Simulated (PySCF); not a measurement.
Sn(H)(Br)(NH2)2 (BrH5N2Sn), SMILES [NH2][SnH]([NH2])[Br].

Geometry optimised at PBE0-D3(BJ)/def2-SVP. The structure was generated by enumeration; whether it is a known compound was not checked. The def2 effective core potentials stand for the cores of Sn; spin–orbit coupling is left out. Other conformers were not sampled.

Level of theory: TDA-PBE0/def2-SVPD run with PySCF.

Vertical excitations. Isolated molecule, no solvent.

Computed UV-visible absorptions:
| state | energy (eV) | λ (nm) | f | main pairs |
|---|---|---|---|---|
| S1 | 5.48 | 226 | 0.068 | HOMO→LUMO 83 % |
| S2 | 5.63 | 220 | 0.085 | HOMO−1→LUMO 66 %, HOMO−2→LUMO 22 % |
| S3 | 5.91 | 210 | 0.123 | HOMO−2→LUMO 68 %, HOMO−1→LUMO 11 % |
| S4 | 6.02 | 206 | 0.050 | HOMO−3→LUMO 79 % |
| S5 | 6.42 | 193 | 0.020 | HOMO−1→LUMO+1 52 %, HOMO→LUMO+1 37 % |
| S6 | 6.51 | 190 | 0.007 | HOMO→LUMO+1 38 %, HOMO→LUMO+2 31 %, HOMO−1→LUMO+1 25 % |
| S7 | 6.59 | 188 | 0.005 | HOMO→LUMO+2 51 %, HOMO→LUMO+1 19 %, HOMO−1→LUMO+2 12 %, HOMO−1→LUMO+1 12 % |
| S8 | 6.93 | 179 | 0.010 | HOMO−1→LUMO+2 78 % |
| S9 | 7.08 | 175 | 0.008 | HOMO−2→LUMO+1 63 %, HOMO−2→LUMO+2 24 % |
| S10 | 7.15 | 173 | 0.019 | HOMO→LUMO+3 81 % |
| T1 | 4.72 | 262 | 0 | HOMO→LUMO 89 % |
| T2 | 4.85 | 255 | 0 | HOMO−1→LUMO 87 % |
| T3 | 5.30 | 234 | 0 | HOMO−2→LUMO 94 % |
| T4 | 5.54 | 224 | 0 | HOMO−3→LUMO 88 % |
Triplets are in the Tamm–Dancoff approximation.
